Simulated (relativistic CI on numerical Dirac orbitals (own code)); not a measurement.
# What each ingredient does to the levels of Ge²⁺

Base calculation: Dirac-Coulomb-Breit CI, orbitals from a KLI potential per configuration, model QED, valence Slater integrals scaled by 0.85, P86 correlation energy added to each configuration.

Configurations in the expansion (outside the closed core [Ar] 3d10): 4s2, 4s.4p, 4p2, 4s.4d, 4s.4f, 4d2, 4s.5s, 4s.5p, 4p.4d, 4s.6s, 4s.5d, 4f2, 4s.6p, 4p.4f, 4s.5f, 4s.7s, 4s.5g, 4s.6d, 4s.7p, 4s.6f, 4p.5s, 4d.4f. Levels of other configurations are missing.

The lowest level and the first level of each name with at least 55 % of one term (blank where a level has no safe partner in the second run):

| Level | Base (cm⁻¹) | Shift (cm⁻¹) |
| --- | --- | --- |
| 4s2 1S_0 | 0.0 | 0.0 |
| 4s.4p 3P°_0 | 58070.7 | +71.4 |
| 4s.4p 3P°_1 | 58788.5 | +90.1 |
| 4s.4p 3P°_2 | 60312.2 | +114.7 |
| 4s.4p 1P°_1 | 89553.7 | +4861.9 |
| 4p2 1D_2 | 140713.3 | -701.8 |
| 4p2 3P_0 | 143856.1 | +817.1 |
| 4p2 3P_1 | 144714.6 | +793.6 |
| 4p2 3P_2 | 146294.1 | +766.9 |
| 4s.5s 3S_1 | 155028.5 | +1547.0 |
| 4s.4d 3D_1 | 158767.2 | +1386.9 |
| 4s.4d 3D_2 | 158827.1 | +1388.3 |
| 4s.4d 3D_3 | 158918.1 | +1390.2 |
| 4s.5s 1S_0 | 160798.4 | +2571.5 |
| 4p2 1S_0 | 170976.7 | +5518.4 |
| 4s.4d 1D_2 | 175036.0 | +4249.8 |
| 4s.5p 3P°_0 | 177791.1 | +1546.9 |
| 4s.5p 3P°_1 | 177969.7 | +1549.6 |
| 4s.5p 3P°_2 | 178400.6 | +1548.5 |
| 4s.5p 1P°_1 | 181316.6 | +1779.2 |
| 4s.6s 3S_1 | 207442.0 | +1724.8 |
| 4s.4f 3F°_2 | 208765.8 | +1206.8 |

For a near-neutral ion this model can misplace configurations by up to about 10,000 cm⁻¹ (more where the count of f electrons changes) and terms by 10 to 25 % of their spread. Rates follow the energies as ν³ (E1, M1) or ν⁵ (E2), so they and the lifetimes can be off by large factors. The fine structure of a lone outer electron comes out too small, for d and f at times inverted, and misplaced configurations move strength between like terms. 40 of the 44 excited levels that our extract of the measured tables holds in this range could be paired (the sources list more); they are missed by 3421 cm⁻¹ on average and 6812 at most, and levels without a partner can miss by more.

Question: One thing was changed in a second run, which moved the levels as shown. Which?
A. QED terms removed
B. Slater integrals left unscaled
C. no correlation estimate
D. configuration mixing switched off
E. Breit term removed

Answer: B. Slater integrals left unscaled. Scaling acts on the splittings between terms and on the mixing, and leaves the fine structure of pure LS terms nearly alone; in jj coupling it moves the levels of one term differently.

LS names give the leading component of a level, which can be under half, so a name can repeat, a term be missing and a line seem to break the LS rules.
